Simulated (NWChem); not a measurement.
System: BClF2; SMILES FB(F)Cl

Input file for NWChem:

```
start job
memory heap 200 mb stack 900 mb global 1100 mb
geometry units angstroms noautosym nocenter noautoz
  B     -0.003219     0.438452     0.000000
  F      0.000314     1.101915    -1.136390
  F      0.000314     1.101915     1.136390
  Cl    -0.000009    -1.316638     0.000000
end
basis spherical
  B library def2-svpd
  F library def2-svpd
  Cl library def2-svpd
end
dft
  xc b3lyp
  iterations 150
end
property
  response 1 0.0773
end
task dft property
```

Parts of the log:

```
             Northwest Computational Chemistry Package (NWChem) 7.3.0
             --------------------------------------------------------

                             Geometry "geometry" -> ""
                             -------------------------

 Output coordinates in angstroms (scale by  1.889725989 to convert to a.u.)

  No.       Tag          Charge          X              Y              Z
 ---- ---------------- ---------- -------------- -------------- --------------
    1 B                    5.0000    -0.00321900     0.43845200     0.00000000
    2 F                    9.0000     0.00031400     1.10191500    -1.13639000
    3 F                    9.0000     0.00031400     1.10191500     1.13639000
    4 Cl                  17.0000    -0.00000900    -1.31663800     0.00000000

 Effective nuclear repulsion energy (a.u.)     141.2773958645

                              NWChem Property Module
                              ----------------------

                                 NWChem DFT Module
                                 -----------------

 Summary of "ao basis" -> "ao basis" (spherical)
 ------------------------------------------------------------------------------
       Tag                 Description            Shells   Functions and Types
 ---------------- ------------------------------  ------  ---------------------
 B                         def2-svpd                 8       20   4s2p2d
 F                         def2-svpd                 9       23   4s3p2d
 Cl                        def2-svpd                11       27   5s4p2d

            General Information
            -------------------
          SCF calculation type: DFT
          Wavefunction type:  closed shell.
          No. of atoms     :     4
          No. of electrons :    40
           Alpha electrons :    20
            Beta electrons :    20
          Charge           :     0
          Spin multiplicity:     1
          Use of symmetry is: off; symmetry adaption is: off
          Maximum number of iterations: 150
          AO basis - number of functions:    93
                     number of shells:    37
          Convergence on energy requested:  1.00D-06
          Convergence on density requested:  1.00D-05
          Convergence on gradient requested:  5.00D-04

              XC Information
              --------------
                         B3LYP Method XC Potential
                     Hartree-Fock (Exact) Exchange  0.200
                        Slater Exchange Functional  0.800 local
                    Becke 1988 Exchange Functional  0.720 non-local
              Lee-Yang-Parr Correlation Functional  0.810
                  VWN I RPA Correlation Functional  0.190 local

             Grid Information
             ----------------
          Grid used for XC integration:  medium
          Radial quadrature: Mura-Knowles
          Angular quadrature: Lebedev.
          Tag              B.-S. Rad. Rad. Pts. Rad. Cut. Ang. Pts.
          ---              ---------- --------- --------- ---------
          B                   0.85       49          10.0       434
          F                   0.50       49          11.0       434
          Cl                  1.00       88          10.0       590
          Grid pruning is: on
          Number of quadrature shells:   235
          Spatial weights used:  Erf1

      Superposition of Atomic Density Guess
      -------------------------------------

 Sum of atomic energies:        -682.42821087

      Non-variational initial energy
      ------------------------------

 Total energy =    -683.407668
 1-e energy   =   -1225.744253
 2-e energy   =     401.059189
 HOMO         =      -0.458097
 LUMO         =       0.040483

   convergence    iter        energy       DeltaE   RMS-Dens  Diis-err
 ---------------- ----- ----------------- --------- --------- ---------
 d= 0,ls=0.0,diis     1   -684.5212626051 -8.26D+02  1.74D-02  8.51D-01
 d= 0,ls=0.0,diis     2   -684.4812651789  4.00D-02  8.12D-03  1.52D+00
 d= 0,ls=0.0,diis     3   -684.6156962202 -1.34D-01  1.40D-03  2.23D-02
 d= 0,ls=0.0,diis     4   -684.6169710493 -1.27D-03  6.44D-04  4.14D-03
 d= 0,ls=0.0,diis     5   -684.6173971506 -4.26D-04  1.40D-04  2.11D-04
  Resetting Diis
 d= 0,ls=0.0,diis     6   -684.6174276337 -3.05D-05  1.59D-05  1.93D-06
 d= 0,ls=0.0,diis     7   -684.6174278475 -2.14D-07  7.31D-06  1.71D-07

         Total DFT energy =     -684.617427847486
      One electron energy =    -1227.144563217758
           Coulomb energy =      454.520054331140
    Exchange-Corr. energy =      -53.270314825359
 Nuclear repulsion energy =      141.277395864491

 Numeric. integr. density =       39.999998863912

                       DFT Final Molecular Orbital Analysis
                       ------------------------------------

 Vector   18  Occ=2.000000D+00  E=-4.383389D-01
              MO Center= -9.0D-05, -2.9D-01,  2.1D-08, r^2= 2.8D+00
   Bfn.  Coefficient  Atom+Function         Bfn.  Coefficient  Atom+Function
  ----- ------------  ---------------      ----- ------------  ---------------
    79      0.388830  4 Cl py                76      0.353260  4 Cl py
    26     -0.313882  2 F  py                49     -0.313882  3 F  py
     6      0.228586  1 B  py                73      0.205563  4 Cl py
    29      0.183206  2 F  py                52      0.183206  3 F  py
    69     -0.110633  4 Cl s                  2      0.082745  1 B  s

 Vector   19  Occ=2.000000D+00  E=-3.705115D-01
              MO Center= -4.9D-04, -1.1D+00,  1.8D-09, r^2= 1.5D+00
   Bfn.  Coefficient  Atom+Function         Bfn.  Coefficient  Atom+Function
  ----- ------------  ---------------      ----- ------------  ---------------
    78      0.581815  4 Cl px                75      0.467652  4 Cl px
    72      0.268171  4 Cl px                25      0.115869  2 F  px
    48      0.115870  3 F  px                 5     -0.097446  1 B  px
    81      0.082182  4 Cl px                28     -0.077628  2 F  px
    51     -0.077628  3 F  px                11     -0.034423  1 B  d -2

 Vector   20  Occ=2.000000D+00  E=-3.562341D-01
              MO Center= -1.4D-04, -1.1D+00, -4.7D-09, r^2= 1.5D+00
   Bfn.  Coefficient  Atom+Function         Bfn.  Coefficient  Atom+Function
  ----- ------------  ---------------      ----- ------------  ---------------
    80      0.599741  4 Cl pz                77      0.480238  4 Cl pz
    74      0.274333  4 Cl pz                26      0.130216  2 F  py
    49     -0.130216  3 F  py                83      0.092919  4 Cl pz
    29     -0.084009  2 F  py                52      0.084009  3 F  py
    12     -0.034641  1 B  d -1

 Vector   21  Occ=0.000000D+00  E=-2.647225D-02
              MO Center= -3.8D-02,  1.7D-01, -1.0D-10, r^2= 2.2D+00
   Bfn.  Coefficient  Atom+Function         Bfn.  Coefficient  Atom+Function
  ----- ------------  ---------------      ----- ------------  ---------------
     5      0.660188  1 B  px                 8     -0.505887  1 B  px
    78      0.257816  4 Cl px                25     -0.239466  2 F  px
    48     -0.239466  3 F  px                28      0.203288  2 F  px
    51      0.203288  3 F  px                75      0.166417  4 Cl px
    89     -0.166875  4 Cl d -2              31      0.113536  2 F  px

 Vector   22  Occ=0.000000D+00  E=-1.167017D-02
              MO Center=  2.6D-02,  1.8D-01,  4.4D-09, r^2= 8.6D+00
   Bfn.  Coefficient  Atom+Function         Bfn.  Coefficient  Atom+Function
  ----- ------------  ---------------      ----- ------------  ---------------
     4      2.240103  1 B  s                  3      0.844614  1 B  s
    24     -0.729192  2 F  s                 47     -0.729192  3 F  s
    71     -0.703716  4 Cl s                 82     -0.617555  4 Cl py
    69     -0.240319  4 Cl s                 70     -0.226918  4 Cl s
    18      0.153244  1 B  d  0              79     -0.147444  4 Cl py

 Vector   23  Occ=0.000000D+00  E= 4.865804D-02
              MO Center=  3.9D-04, -1.7D+00,  2.5D-10, r^2= 9.6D+00
   Bfn.  Coefficient  Atom+Function         Bfn.  Coefficient  Atom+Function
  ----- ------------  ---------------      ----- ------------  ---------------
    82      1.238482  4 Cl py                 4      0.822640  1 B  s
    24     -0.489991  2 F  s                 47     -0.489992  3 F  s
    18     -0.462134  1 B  d  0              71     -0.442343  4 Cl s
     9      0.416453  1 B  py                33     -0.416628  2 F  pz
    56      0.416628  3 F  pz                20     -0.412136  1 B  d  2

     Multipole analysis of the density
     ---------------------------------

     L   x y z        total         alpha         beta         nuclear
     -   - - -        -----         -----         ----         -------
     0   0 0 0     -0.000000    -20.000000    -20.000000     40.000000

     1   1 0 0     -0.004432      0.007796      0.007796     -0.020024
     1   0 1 0     -0.092050      0.290456      0.290456     -0.672962
     1   0 0 1      0.000000      0.000000      0.000000      0.000000

     2   2 0 0    -19.681911     -9.841051     -9.841051      0.000191
     2   1 1 0     -0.010244     -0.004002     -0.004002     -0.002241
     2   1 0 1      0.000000      0.000000      0.000000      0.000000
     2   0 2 0    -21.431868   -104.076422   -104.076422    186.720977
     2   0 1 1      0.000000      0.000000      0.000000      0.000000
     2   0 0 2    -22.559690    -52.784326    -52.784326     83.008962

 *** CALLING NEW AORESP DRIVER FOR CLOSED AND OPEN SHELLS ***
 Entering AOResponse driver routine

--------------------------------------------------------------------------------

          -----------------------------------------------
          Solving response equations for perturbing field
          -----------------------------------------------

 number of frequencies:     1
 frequency in a.u.:  0.7730000E-01
 Perturbing field: electric
 Using El. Dipole Length Gauge

 Setting up CPKS with frequency omega =      0.07730000 a.u.

                            NWChem Dynamic CPHF Module
                            --------------------------

    scftype = RHF
    nclosed =   20
      nopen =    0
  variables =     2920
  num. vecs =        3
  tolerance =   1.0D-04
  max. iter =   50

 SCF residual:    4.7393528185530730E-004

Iterative solution of linear equations
  No. of variables     2920
  No. of equations        3
  Maximum subspace       30
       Convergence  1.0D-04

   iter   nsub   residual    time
   ----  ------  --------  ---------
     1      3    3.30D+00       6.3
     2      6    1.65D+00       9.3
     3      9    4.62D-01      12.2
     4     12    1.25D-01      15.1
     5     15    1.47D-02      18.0
     6     18    2.70D-03      21.0
     7     21    2.88D-04      23.9
     8     24    1.91D-05      26.8

 Electric Dipole Response Matrix (nonzero elements):

              1        2        3
    1   24.1791  -0.0109   0.0000
    2   -0.0109  35.2709   0.0000
    3    0.0000   0.0000  28.3710

 ------------------------------------------
 average:        29.27367 + I       0.00000

 DFT Linear Response polarizability / au
 Frequency  =       0.0773000 / au
 Wavelength =     589.4353558 / nm
              X              Y              Z
 -----------------------------------------------
 X      24.1790765     -0.0108909      0.0000000
 Y      -0.0108940     35.2709494      0.0000000
 Z       0.0000000      0.0000000     28.3709756
 -----------------------------------------------
 Eigenvalues =      24.1790658     35.2709601     28.3709756
 Isotropic   =      29.2736672
 Anisotropic =       9.7008250
 -----------------------------------------------

 Magnetic Dipole Response Matrix (nonzero elements):

 Exiting AOResponse driver routine
```

Level: B3LYP/def2-SVPD. Geometry: optimised at B3LYP/6-31G* (spherical d).
